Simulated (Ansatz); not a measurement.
Total energies of Li2Si4 (the lowest singlet isomer of a short search) from Ansatz at PBE-D4/def2-TZVP, gas phase (1 Eh = 27.2114 eV = 2625.5 kJ/mol). The reference geometry is relaxed at B3LYP-D4/def2-SVP.

```xyz
6

Li    0.092    2.111    0.710
Li    1.505   -1.938    1.104
Si   -0.320   -0.012   -2.049
Si   -0.735   -1.022    0.786
Si    1.158    0.119   -0.282
Si   -1.700    0.743   -0.269
```

```tsv
state	geometry	energy (Eh)
charge 0 singlet	reference	-1172.43152
charge 1 doublet	reference	-1172.19452
free Li atom (doublet)	–	-7.46192
free Si atom (triplet)	–	-289.22285
```

Problem. Work out the vertical ionisation energy to the doublet.

Solution. E(charge 1 doublet) − E(charge 0 singlet) = -1172.19452 − (-1172.43152) = 0.23700 Eh = 6.45 eV. For comparison, −ε of the highest occupied level is 4.20 eV at this level, 2.25 eV less.

Problem. What is the binding energy per atom against free atoms?

Solution. Atoms: 2 × (-7.46192) + 4 × (-289.22285) = -1171.81524 Eh. Binding: -1171.81524 − (-1172.43152) = 0.61628 Eh = 16.77 eV, or 2.79 eV for each of 6 atoms (no zero-point energy, no counterpoise term).

The structure comes from a short search, and lower isomers may exist.
